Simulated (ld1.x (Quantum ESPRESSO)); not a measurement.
u(r) = r·R(r): atom against pseudo-atom (Pb (Z = 82))

Columns: radius, all-electron u(r) and pseudo u(r) of the 6p shell (level -6.79 eV) of lead in the configuration [Xe] 4f14 5d10 6s2 6p1.5; LDA (PZ), scalar-relativistic, TM scheme, ld1.x (Quantum ESPRESSO) 7.5.

| r (bohr) | all-electron | pseudo |
| --- | --- | --- |
| 0.115 | -0.1166 | 0.0017 |
| 0.230 | 0.0752 | 0.0069 |
| 0.345 | 0.1686 | 0.0157 |
| 0.460 | 0.0214 | 0.0282 |
| 0.575 | -0.1564 | 0.0447 |
| 0.690 | -0.2602 | 0.0656 |
| 0.805 | -0.2766 | 0.0910 |
| 0.920 | -0.2270 | 0.1214 |
| 1.035 | -0.1379 | 0.1569 |
| 1.150 | -0.0308 | 0.1975 |
| 1.265 | 0.0796 | 0.2429 |
| 1.380 | 0.1846 | 0.2922 |
| 1.495 | 0.2795 | 0.3441 |
| 1.610 | 0.3620 | 0.3967 |
| 1.725 | 0.4316 | 0.4478 |
| 1.840 | 0.4887 | 0.4949 |
| 1.955 | 0.5343 | 0.5361 |
| 2.070 | 0.5694 | 0.5697 |
| 2.185 | 0.5952 | 0.5952 |
| 2.300 | 0.6128 | 0.6128 |
| 2.415 | 0.6235 | 0.6235 |
| 2.530 | 0.6280 | 0.6280 |
| 2.645 | 0.6275 | 0.6275 |
| 2.760 | 0.6227 | 0.6227 |
| 2.875 | 0.6143 | 0.6143 |
| 2.990 | 0.6030 | 0.6030 |

Q: How many radial nodes do the two functions have?

A: The all-electron 6p function has n − l − 1 = 4 (the table is too coarse to show those close to the nucleus); the pseudo-wave has 0, since the states of the same l below it are removed with the core.

Q: At about which radius was the pseudo-wave matched?

A: 2.30 bohr. The columns agree to 0.0005 from 2.07 bohr on; several derivatives are matched, so the curves merge somewhat inside the radius.

Q: Where does each function peak?

A: Outermost all-electron maximum near 2.53 bohr, pseudo maximum near 2.53 bohr (to the table’s step).

Q: Is the pseudo-wave norm-conserving?

A: Yes: the TM scheme keeps the norm inside the radius equal to the all-electron one, which fixes the energy derivative of the logarithmic derivative at the level.
